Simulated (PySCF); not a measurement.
# NMR problem set

[PySCF 2.14: GFN2-xTB structure; σ from GIAO-PBE0/pcSseg-1; non-relativistic Hamiltonian; one conformer; no solvent; one averaged value for each set of equivalent atoms]

References, each an isolated molecule treated in the same way: TMS for $^{1}$H (σref 31.72), $^{13}$C (σref 186.93). Where no couplings were computed, multiplicities follow the n + 1 count of equivalent neighbours, and m marks all less simple cases (inequivalent or close neighbours, rings, F or P nearby). Acid and N–H amide carbonyl carbons lie up to 10 ppm further downfield in solution (hydrogen bonding). Shifts are as computed. Against solution values, carbons near 30 ppm lie about +3 ppm off and those near 130 ppm about +5 ppm. Of 1211 compounds with measured shifts, 218 miss one by over three times the rms of a fit or turn the order of signals round; such compounds aren't used in these exercises. Groups on amide-type nitrogens are kept apart (slow C–N rotation). OH and NH positions are gas-phase values without hydrogen bonding to other molecules.

Task: C₇H₁₄N₂. $^{1}$H NMR (400 MHz, computed): δ 3.11 (m, 2H), 2.88 (s, 3H), 2.82 (sept, 1H), 2.69 (m, 2H), 1.08 (d, 6H). $^{13}$C{$^{1}$H} NMR (computed): δ 153.0 (C), 55.6 (CH2), 42.8 (CH3), 34.0 (CH), 32.7 (CH2), 23.1 (CH3). Give a structure.

Result: `InChI=1S/C7H14N2/c1-6(2)7-4-5-9(3)8-7/h6H,4-5H2,1-3H3`. The formula gives 2 degrees of unsaturation (1 ring in the answer). 6 carbon signals for 7 carbons: some carbons are equivalent by symmetry or fast rotation. Carbon types of the structure: 1 × C, 1 × CH, 2 × CH2, 3 × CH3, which accounts for all hydrogens. δC 153.0: C=N carbon. δC 42.8: methyl carbon bonded to N; the inductive effect lowers its shielding. δC 34.0: sp3 CH; a saturated carbon with 3 carbon neighbours and no heteroatom attached. δC 32.7: sp3 CH2 in a ring; saturated and bonded to C and H only.

The data come from this structure; uniqueness wasn't tested.

Task: C₄H₉NO₂Si. $^{1}$H NMR (400 MHz, computed): δ 6.55 (m, 1H), 5.93 (m, 1H), 5.10 (t, 2H), 4.60 (br, 1H), 4.60 (m, 1H), 4.49 (br, 1H), 1.88 (t, 2H). $^{13}$C{$^{1}$H} NMR (computed): δ 173.6 (C), 152.8 (CH), 103.0 (CH2), 27.6 (CH2). Give a structure.

Result: SMILES C=CO[SiH2]CC(N)=O. Rings plus π bonds: 2 (no ring in the answer). 4 carbon signals for 4 carbons: no two carbons are equivalent. Carbon types of the structure: 1 × C, 1 × CH, 2 × CH2, leaving 4 H on heteroatoms. δC 173.6: amide carbonyl carbon; lone-pair donation from the attached heteroatom keeps it upfield of a ketone carbonyl. δC 152.8: alkene carbon bearing oxygen; an sp2 carbon further deshielded by the attached heteroatom. δC 103.0: β carbon of an enol-ether or enamine type C=C; the O or N lone pair pushes π density onto this β carbon and shields it. δH 6.55: hydrogen on an alkene carbon bearing oxygen; attached to an sp2 carbon and in the plane of the double bond.

This is the structure that produced the data.
